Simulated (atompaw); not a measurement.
# Ti (Z = 22): variants of one PAW (atompaw) potential

Base potential:

| Item | Value |
| --- | --- |
| Element | Ti (Z = 22) |
| Generator | atompaw 4.2.0.5 |
| Type | PAW |
| Functional | PBE |
| Relativity | scalar-relativistic |
| Frozen core | [Ne] |
| Valence charge | 12 |
| Reference configuration | 3s2 3p6 3d2 4s1.5 4p0 (charge +0.5) |
| Partial waves | 3s (bound): rc 1.40 bohr; 4s (bound): rc 2.35 bohr; 3p (bound): rc 1.65 bohr; 4p (bound, empty): rc 2.35 bohr; 3d (bound): rc 2.25 bohr; 3d channel at 3.7 Ry: rc 2.25 bohr |
| Local potential | vpsmatchnc scheme with l = 3 at 0.5 Ry, radius 1.65 bohr |
| Core correction | smooth core density matched at 1.60 bohr |
| Augmentation charge | besselshape compensation charge, radius 2.05 bohr; PAW radius 2.35 bohr; waves and projectors: custom polynom2 7 10 vanderbiltortho |

All-electron outer shells of the reference configuration (PBE, scalar-relativistic, ld1.x):

```csv
shell,level (eV),outermost node (bohr),outermost maximum (bohr)
2p,-447.70,–,0.22
3s,-66.09,0.40,0.87
3p,-42.33,0.37,0.90
3d,-7.65,–,0.98
4s,-7.32,1.24,2.85
4p,-3.93,1.38,3.57
```

Cutoffs, loose and tight: the cutoffs (Ry, on a coarse ladder) from which the occupation-weighted sum of valence levels, in a spherical-Bessel basis at the reference potential, stays within 10 and 1 mRy of its value at 400 Ry. They see the waves, projectors and local potential, not the compensation charge or the core. A dash means not determined.

```tsv
change	outcome	cutoff, loose	cutoff, tight	bound ghosts
base	generated	25 Ry	90 Ry	none
wave 3s (bound): rc 1.40 bohr becomes 3s (bound): rc 1.24 bohr	generated	25 Ry	90 Ry	none
wave 3s (bound): rc 1.40 bohr becomes 3s (bound): rc 1.48 bohr	generated	25 Ry	90 Ry	none
wave 3s (bound): rc 1.40 bohr becomes 3s (bound): rc 1.60 bohr	generated	25 Ry	90 Ry	none
wave 3s (bound): rc 1.40 bohr becomes 3s (bound): rc 1.68 bohr	generated	25 Ry	80 Ry	none
wave 3s (bound): rc 1.40 bohr becomes 3s (bound): rc 1.86 bohr	generated	25 Ry	80 Ry	none
wave 3s (bound): rc 1.40 bohr becomes 3s (bound): rc 1.92 bohr	generated	25 Ry	80 Ry	none
wave 3s (bound): rc 1.40 bohr becomes 3s (bound): rc 2.08 bohr	generated	25 Ry	80 Ry	none
wave 3s (bound): rc 1.40 bohr becomes 3s (bound): rc 2.20 bohr	generated	25 Ry	80 Ry	none
wave 3s (bound): rc 1.40 bohr becomes 3s (bound): rc 2.30 bohr	generated	25 Ry	80 Ry	none
```

Question: What comes out with this change to the base: wave 3s (bound): rc 1.40 bohr becomes 3s (bound): rc 1.34 bohr?

Answer: outcome: generated; cutoff, loose: 25 Ry; cutoff, tight: 100 Ry; bound ghosts: none.
